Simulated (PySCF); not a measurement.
GaCl₄, SMILES [Cl][Ga-]([Cl])([Cl])[Cl], charge -1. Atoms are numbered in the order given.

```xyz
5

Ga     0.0000     0.0000     0.0000
Cl     1.2785     1.2785    -1.2785
Cl    -1.2785     1.2785     1.2785
Cl    -1.2785    -1.2785    -1.2785
Cl     1.2785    -1.2785     1.2785
```
Charge -1, spin multiplicity 1.

The structure is a stationary point at PBE0-D3(BJ)/def2-SVPD. The isomer is the one that the SMILES or the coordinates give; other isomers of the formula were not compared.

The numbers are results of PBE0-D3(BJ)/def2-SVPD run with PySCF, not measurements.

Frequencies are harmonic and unscaled.

Modes within 1.5 cm⁻¹ of each other (mostly degenerate sets) share a row, with their intensities summed.

| mode | ν (cm⁻¹) | IR (km/mol) | moving atoms (share of kinetic energy) |
|---|---|---|---|
| 1–2 | 99 | 0.0 | Cl 100 % |
| 3–5 | 140 | 30.4 | Cl 74 %, Ga 26 % |
| 6 | 329 | 0.0 | Cl 100 % |
| 7–9 | 372 | 290.9 | Cl 59 %, Ga 41 % |
